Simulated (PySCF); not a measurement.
**Deuteron quadrupole couplings in `C=CCC1=C(F)CCS1`**

C7H9FS.
Cartesian coordinates in Å at the GFN2-xTB level; atoms count from 1:
```
atom  x, y, z in Å
C1     3.1555    0.5350   -0.4766
C2     2.2754   -0.2809    0.0689
C3     1.1348   -0.9072   -0.6806
C4    -0.1674   -0.4614   -0.1023
C5    -1.0632    0.3571   -0.6430
F6    -0.9221    0.8992   -1.8728
C7    -2.2832    0.7265    0.1432
C8    -2.3086   -0.1992    1.3574
S9    -0.6523   -0.9838    1.5113
H10    3.1134    0.7972   -1.5213
H11    3.9582    0.9710    0.0931
H12    2.3180   -0.5313    1.1206
H13    1.2059   -1.9960   -0.5990
H14    1.1696   -0.6230   -1.7340
H15   -2.2175    1.7778    0.4418
H16   -3.1834    0.6094   -0.4642
H17   -3.0277   -1.0095    1.2381
H18   -2.5140    0.3253    2.2878
```

Level: PBE0/pcSseg-1 (PySCF, non-relativistic); Q(2H) = 0.00286 b; rigid geometry, the same for H and D, with no vibrational averaging.

Question: Rank these positions by the coupling χzz of a deuteron there, largest first.
A. H11 (vinylic hydrogen)
B. H12 (vinylic hydrogen)
C. H13 (methylene hydrogen)
D. H18 (methylene hydrogen)

Answer: A (228 kHz), B (217 kHz), D (207 kHz), C (200 kHz).

Q: What are Vzz, η and χzz (234.96 MHz × Q × Vzz) at all hydrogens?

A: 
```tsv
atom	bonded to	bond length (Å)	Vzz (au)	η	χzz (kHz)
H10	C1	1.078	0.3351	0.06	225
H11	C1	1.077	0.3387	0.05	228
H12	C2	1.082	0.3223	0.07	217
H13	C3	1.094	0.2982	0.01	200
H14	C3	1.092	0.2998	0.03	201
H15	C7	1.095	0.2962	0.03	199
H16	C7	1.092	0.3009	0.02	202
H17	C8	1.090	0.3032	0.03	204
H18	C8	1.088	0.3084	0.03	207
```

Q: How does χzz go with the bond length over the 9 C–H bonds?

A: A straight-line fit has a slope of -15.7 kHz for each 0.01 Å, with a correlation coefficient of -0.99, over lengths from 1.077 to 1.095 Å. The longer bonds have the smaller couplings here.

One conformer (not necessarily the lowest) at the GFN2-xTB geometry, without solvent, vibrations or thermal averaging. GFN2-xTB bond lengths can be off by several hundredths of an ångström, more for odd bonds, and the gradients follow them. The basis is small and wasn't made for field gradients, so the couplings can be 20 % off.
